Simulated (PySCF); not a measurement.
# How methods differ on the excitation energy of Ta²⁺

Ta²⁺ [Xe] 4f14 5d3 (4F) → Ta²⁺ [Xe] 4f14 5d2 6p1 (high-spin determinant), as a difference of total energies. Calculation: PySCF 2.14, in aug-cc-pVTZ-PP with ECP60MDF (6s6p5d3f2g, 88 functions); a scalar-relativistic core potential. Correlated levels: valence: 5s2 5p6 frozen. The calculations carry no spin-orbit coupling.

```json
{"method": "UHF", "excitation energy (eV)": "6.715"}
{"method": "MP2 (valence)", "excitation energy (eV)": "6.794"}
{"method": "SCS-MP2 (valence)", "excitation energy (eV)": "6.741"}
{"method": "CCSD (valence)", "excitation energy (eV)": "6.690"}
{"method": "CCSD(T) (valence)", "excitation energy (eV)": "6.668"}
```

Q: How much does correlation contribute at CCSD(T) (valence)?

A: 6.668 − (6.715) = -0.047 eV, measured against UHF.

The coupled-cluster amplitudes are large for the upper state (T1 above 0.03 or a double amplitude above 0.15), so a single reference is strained.

The determinant of the upper state mixes LS terms, which raises its energy above the lowest term, most at the Hartree-Fock and MP2 levels.
